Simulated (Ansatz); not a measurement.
Cl2FHMoO2 (`[O]=[Mo]([OH])([F])([Cl])[Cl]`). The species carries charge 0 and has multiplicity 1. Mo takes the def2 core potential. All single points use the PBE0-D4/def2-TZVP geometry. It is one conformer, not always the lowest.

```xyz
7

O    -0.349    1.881   -0.055
Mo   -0.237    0.245   -0.120
O     1.037   -0.127    1.171
F    -1.492   -0.480    1.037
Cl   -1.756   -0.308   -1.733
Cl    1.366   -0.233   -1.689
H     1.432   -0.978    1.389
```

Question: What is the dipole moment at B3LYP/def2-TZVPP? (An estimate is asked.)

Answer: Computed: 2.50 D, with components (1.61, -1.50, 1.19) D in this frame, pointing from negative to positive charge.

Question: And with PBE, r2SCAN, ωB97M-V? (Best estimate.)

Answer: Ansatz gave: PBE 2.51 D, r2SCAN 2.56 D, ωB97M-V 2.52 D.

Question: Give the Mulliken charges with B3LYP, r2SCAN, ωB97M-V in def2-TZVPP. (Best estimate.)

Answer: Ansatz gave: 
| atom | B3LYP | r2SCAN | ωB97M-V |
| --- | --- | --- | --- |
| O1 | -0.40 | -0.40 | -0.37 |
| Mo2 | 1.40 | 1.41 | 1.29 |
| O3 | -0.40 | -0.40 | -0.39 |
| F4 | -0.36 | -0.35 | -0.35 |
| Cl5 | -0.22 | -0.23 | -0.19 |
| Cl6 | -0.24 | -0.25 | -0.21 |
| H7 | 0.22 | 0.23 | 0.21 |

B3LYP here is the variant with VWN-RPA as its local correlation; programs differ in this.
